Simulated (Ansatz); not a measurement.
Bonds to the group Y in Y-Te(OH). Gas-phase values, no solvent. Each species was relaxed from one start; no search for lower structures was made at this level. In the def2 sets, heavy atoms carry core potentials. Strings in code marks are SMILES.

These are B3LYP-D3(BJ)/def2-TZVP // B3LYP-D3(BJ)/def2-SVP (Ansatz, a quantum-chemistry and plane-wave program) values and carry that method's errors. All candidates: neutral, multiplicity 1. B3LYP has the VWN-RPA correlation part, as in Gaussian. 

```
Quantity                                             Value
------------------------------------------------  --------
HOMO                                              -5.82 eV
adiabatic ionisation energy (no zero-point term)   7.52 eV
HOMO–LUMO gap                                      3.90 eV
```

Which member has these values?
(A) `C[Te]O` (C–Te–O–H torsion 91°)
(B) `O[Te]Cc1ccccc1`
(C) `C=CCC[Te]O`
(D) `CC[Te]O` (C–C–Te–O torsion 48°, C–Te–O–H torsion 90°)

B, `O[Te]Cc1ccccc1`. The others give `C[Te]O` (C–Te–O–H torsion 91°): -5.83 eV, 7.92 eV, 3.99 eV; `C=CCC[Te]O`: -5.86 eV, 7.74 eV, 3.94 eV; `CC[Te]O` (C–C–Te–O torsion 48°, C–Te–O–H torsion 90°): -5.81 eV, 7.83 eV, 3.95 eV
